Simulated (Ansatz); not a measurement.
(HBe-mu-OH)2 (Be₂O₂H₄). Charge 0, multiplicity 1. Geometry r2SCAN-D4/def2-TZVP; atoms count from 1.

```xyz
8

Be   -0.291   -0.819   -0.710
H    -0.651   -1.801   -1.561
O     0.115   -0.748    0.816
Be    0.293    0.818    0.709
H     0.634    1.803    1.565
O    -0.098    0.746   -0.820
H     0.195   -1.386    1.519
H    -0.197    1.386   -1.519
```

**Question.** Estimate the Mulliken populations from the PBE0/def2-TZVP orbitals of Ansatz.

**Answer.** 
| atom | charge (e) |
| --- | --- |
| Be1 | 0.12 |
| H2 | -0.09 |
| O3 | -0.35 |
| Be4 | 0.12 |
| H5 | -0.09 |
| O6 | -0.35 |
| H7 | 0.33 |
| H8 | 0.33 |
Mulliken values depend strongly on the basis.

**Question.** And the Mayer bond orders between heavy atoms (over 0.3)?

**Answer.** Be1–O3 0.78 (1.58 Å); Be1–O6 0.78 (1.58 Å); O3–Be4 0.78 (1.58 Å); Be4–O6 0.78 (1.58 Å).
